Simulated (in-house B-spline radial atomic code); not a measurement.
Configurations of Si⁷⁺, with energies counted from [He] 2s2 2p3. Method: non-relativistic M06-2X, spin-polarised, spherical fractional occupations, point nucleus. Calculated with a B-spline radial code for spherical atoms. Caution: exact exchange at fractional occupations of open shells leaves self-interaction of up to several eV. Shells without spins written out take the highest spin.

```tsv
configuration	E - E(ref) (eV)	highest orbital	its <r> (bohr)
[He] 2s(1 up, 0 down) 2p(3 up, 1 down)	46.184	2p down	0.4837
[He] 2s2 2p2 3s1	186.31	3s up	1.313
[He] 2s2 2p(1 up, 1 down) 3p(0 up, 1 down)	212.85	3p down	1.33
[He] 2s2 2p2 3d1	213.23	3d up	1.228
```

Task: Order these further configurations by energy, lowest first.
A. [He] 2s2 2p2 3p1
B. [He] 2s(0 up, 1 down) 2p(3 up, 0 down) 3s(0 up, 1 down)
C. [He] 2s(1 up, 0 down) 2p(2 up, 1 down) 3d(0 up, 1 down)
D. [He] 2s2 2p(2 up, 1 down)

Result: D (25.049 eV), A (199.51 eV), B (216 eV), C (257.3 eV).
